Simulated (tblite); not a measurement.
Species: C5H4NOP.
Z-matrix (Å and degrees, GFN2-xTB geometry), rows numbered from 1:
```
O 
C   1  1.2048
C   2  1.4730  1  124.83
C   3  1.3982  2  119.89  1    -0.04
C   4  1.3757  3  122.64  2  -180.00
P   5  1.7410  4  123.97  3    -0.02
C   6  1.7569  5   98.05  4     0.01
N   7  1.3025  6  128.50  5     0.03
H   2  1.1043  1  122.29  3   179.96
H   4  1.0817  3  116.86  2    -0.01
H   5  1.0837  4  118.77  3  -179.99
H   7  1.0867  6  117.01  5  -180.00
```

Method: GFN2-xTB as coded in tblite; computed harmonic values from a numerical Hessian at the method's own geometry, unscaled. This tight-binding method is rough: wavenumbers can miss measured ones by several per cent, in bad cases by 10 to 20. One conformer, not necessarily the lowest.

Harmonic wavenumbers (cm⁻¹): 87.2, 152.3, 188.7, 298.9, 332.4, 375.4, 517.9, 588.3, 620.5, 747.3, 761.7, 805.2, 823.1, 844.9, 917.8, 923.2, 955.0, 1152.2, 1214.3, 1247.3, 1330.5, 1338.4, 1379.0, 1469.9, 1520.6, 1744.9, 2810.3, 2997.0, 3032.3, 3066.6.

A = 4885, B = 1178, C = 949.0 MHz; mass 125.003 u (most abundant isotopes); point group Cs, symmetry number 1.

Problem. What is the zero-point energy?

Solution. ½Σν̃ = 17122 cm⁻¹ = 48.95 kcal/mol.

Problem. Give the ideal-gas entropy at 350 K and 1 bar in the rigid-rotor, harmonic-oscillator model (classical rotation).

Solution. Translation 41.21, rotation 28.94, vibration 18.92: S = 89.1 cal/(mol K).

Problem. And Cp and H(350 K) − H(0)?

Solution. Cp = 31.17 cal/(mol K), of which vibrations give 23.22 (their classical limit is 30 R = 59.6); H(350 K) − H(0) = 6.58 kcal/mol without the zero-point energy, 3.79 from vibrations.

Problem. How do the functions run with temperature in this model?

Solution. 
```tsv
T (K)	S (cal/(mol K))	Cp (cal/(mol K))	H − H(0) (kcal/mol)	G − H(0) (kcal/mol)	ln q(vib)
50	55.5	9.9	0.43	-2.35	0.10
100	63.5	13.5	1.01	-5.33	0.55
298.15	84.4	27.6	5.05	-20.10	3.27
373.15	91.1	32.7	7.32	-26.68	4.43
500	101.7	39.8	11.93	-38.92	6.45
750	119.8	49.0	23.14	-66.68	10.39
1000	134.7	54.5	36.14	-98.55	14.09
```

q(vib) and H(0) count from the zero-point level.

Problem. Which modes carry the vibrational entropy at 350 K?

Solution. 87.2 cm⁻¹: 4.04; 152.3 cm⁻¹: 2.95; 188.7 cm⁻¹: 2.54; 298.9 cm⁻¹: 1.70; 332.4 cm⁻¹: 1.51; 375.4 cm⁻¹: 1.31 cal/(mol K); the other 24 give 4.86 together.

Problem. What must be added to the electronic energy to get the Gibbs energy at 350 K and 1 bar?

Solution. ZPE + [H(350 K) − H(0)] − T·S = 48.95 + 6.58 − 31.17 = 24.36 kcal/mol.

Hindered rotation and anharmonicity are outside this model. Other conformers, if any are populated, would add a mixing term that is left out.
